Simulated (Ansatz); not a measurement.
def2 core potentials replace the inner electrons of Sn.

B3LYP has the VWN-RPA correlation part, as in Gaussian. 

Cartesian coordinates (Å):
SMILES: C[CH2][Sn]([OH])([OH])[OH]
```xyz
14

C     -2.0609     0.4846    -0.0296
C     -0.9701    -0.0482    -0.9481
Sn     0.9107    -0.2160     0.0444
O      1.1722     1.2602     1.3449
O      2.4722    -0.1564    -1.1757
O      1.0987    -1.8864     1.0976
H     -1.7912     1.4614     0.3993
H     -2.2569    -0.2001     0.8099
H     -3.0083     0.6089    -0.5782
H     -0.7951     0.6098    -1.8134
H     -1.2061    -1.0495    -1.3398
H      2.0121     1.7066     1.1814
H      3.0644    -0.8971    -0.9962
H      1.3586    -1.6778     2.0035
```
Charge 0, spin multiplicity 1.

Q: Predict the HOMO–LUMO gap, total energy and dipole moment from B3LYP-D3(BJ)/def2-TZVP // PBE0-D3(BJ)/def2-SVP (Ansatz, a first-principles code).

A: 
```json
{
  "HOMO–LUMO gap": "6.63 eV",
  "total_energy": "-521.2930 Ha",
  "dipole_moment": "0.87 D"
}
```
